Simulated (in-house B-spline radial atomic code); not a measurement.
Radial electron density of neutral gadolinium, [Xe] (4f5/2)4 (4f7/2)3 (5d5/2)1 6s1 (8d3/2)1. Computed with a B-spline radial code for spherical atoms: Dirac-Hartree-Fock, average of the jj configuration, Fermi nucleus of rms radius 5.1569 fm.

Columns: r (bohr), 4πr²n(r) (electrons per bohr), bar.

```
0.000716    2.394 #
0.000943    3.788 ##
 0.00124    5.923 ##
 0.00164    9.232 ####
 0.00216    14.06 ######
 0.00285    21.02 ########
 0.00375    30.44 ############
 0.00495    42.67 #################
 0.00652    56.88 #######################
  0.0086    71.36 ############################
  0.0113    82.67 #################################
  0.0149     87.5 ###################################
  0.0197    84.37 ##################################
   0.026    78.08 ###############################
  0.0342    78.94 ###############################
  0.0451    93.23 #####################################
  0.0594    110.4 ############################################
  0.0784    109.3 ############################################
   0.103    91.02 ####################################
   0.136    86.56 ##################################
   0.179    99.52 ########################################
   0.237    85.31 ##################################
   0.312    49.41 ####################
   0.411    43.42 #################
   0.542     49.6 ####################
   0.714    34.07 ##############
   0.941    17.35 #######
    1.24    11.31 #####
    1.64    7.035 ###
    2.16    2.996 #
    2.84    1.105 
    3.75   0.5235 
    4.94   0.2188 
    6.51  0.05463 
    8.58  0.01697 
    11.3 0.005594 
    14.9 0.002047 
    19.6  0.01938 
    25.9 0.002959 
    34.1  0.02081 
      45  0.03796 
    59.3 0.007431 
    78.2 0.0001817 
     103 3.887e-07 
     136 3.374e-11
```

On this grid the curve has 6 maxima, near 0.0149, 0.0594, 0.179, 0.542, 19.6, 45 bohr.

The 4f5/2 radial function P(r) = rR(r), positive near the nucleus, with its small component Q(r) (sign convention: Q ≈ (P' + κP/r)/2c):

| r (bohr) | P | Q |
| --- | --- | --- |
| 0.0342 | 0.002738 | 0.001802 |
| 0.0594 | 0.01686 | 0.006226 |
| 0.103 | 0.08455 | 0.01687 |
| 0.179 | 0.3149 | 0.03217 |
| 0.312 | 0.7748 | 0.03771 |
| 0.542 | 1.107 | 0.02307 |
| 0.941 | 0.8634 | 0.006718 |
| 1.64 | 0.3655 | 0.0007142 |
| 2.84 | 0.07836 | -6.032e-05 |
| 4.94 | 0.005634 | -1.318e-05 |
